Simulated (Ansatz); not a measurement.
Reactions of H$_{7}$NOSi$_{2}$ (`O[SiH2]N[SiH3]`).

Calculated with Ansatz (gas phase, PBE0-D4/def2-TZVP geometries, no zero-point term in ΔE). CBS: MP2 limit from def2 TZ/QZ plus the TZ coupled-cluster correction, frozen cores. This one scheme is used for every species. DFT in def2-TZVPP. B3LYP here is the variant with VWN-RPA as its local correlation; programs differ in this. One conformer a species, not always the lowest.

| reaction | ωB97M-V (eV) | B3LYP-D4 (eV) | CCSD/CBS(def2) (eV) | CCSD(T)/CBS(def2) (eV) |
| --- | --- | --- | --- | --- |
| `O[SiH2]N[SiH3]` + `O[SiH]1C=C1` → `O[SiH2]O[SiH]1C=C1` + `N[SiH3]` | -0.47 | -0.50 | -0.50 | -0.48 |
| `O[SiH2]N[SiH3]` + `CO[SiH2]N` → `CO[SiH2]N[SiH2]O` + `N[SiH3]` | 0.02 | 0.02 | 0.05 | 0.03 |
| `O[SiH2]N[SiH3]` + `OC=S` → `O[SiH2]OC=S` + `N[SiH3]` | -0.26 | -0.28 | -0.28 | -0.26 |
| `O[SiH2]N[SiH3]` + `O[SiH](Cl)Cl` → `O[SiH2]O[SiH](Cl)Cl` + `N[SiH3]` | -0.53 | -0.57 | -0.56 | -0.54 |
| `O[SiH2]N[SiH3]` + `O[Si](O)(O)S` → `O[SiH2]S[Si](O)(O)O` + `N[SiH3]` | -0.06 | -0.05 | 0.01 | -0.03 |

Largest T1 diagnostic: 0.018, for `OC=S`.
